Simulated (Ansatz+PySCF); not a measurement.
The numbers below are computed, except where a source is named.
A run of PySCF 2.14.0 on doublet BeP at this shape:

```xyz
2

Be    0.0000    0.0000    0.0000
P     0.0000    0.0000    1.9285
```

Its results:

```yaml
Converged: yes
Reference_energy: -355.22005 hartree
CCSD_correlation_energy: -0.08952 hartree
Triples_correction: -0.00612 hartree
Total_energy: -355.31570 hartree
Spin_squared_of_the_determinant: 0.821
```

Q: Which input gives this output? Name the method, the orbitals and the basis set, and write the input.

A: UHF-CCSD(T) in 6-31G.

```python
from pyscf import gto, scf, cc

mol = gto.M(atom="""
Be 0.000000 0.000000 0.000000
P 0.000000 0.000000 1.928500
""", basis='6-31g', charge=0, spin=1)
mf = scf.UHF(mol)
mf.kernel()
mycc = cc.CCSD(mf, frozen=6).run()
et = mycc.ccsd_t()
print(mf.e_tot, mycc.e_corr, et, mycc.e_tot + et)
```

The reference isn't the lowest determinant (another lies 0.36 eV lower), but the same method gives a higher total on the lower determinant. Caution: large amplitudes, a single reference is doubtful.
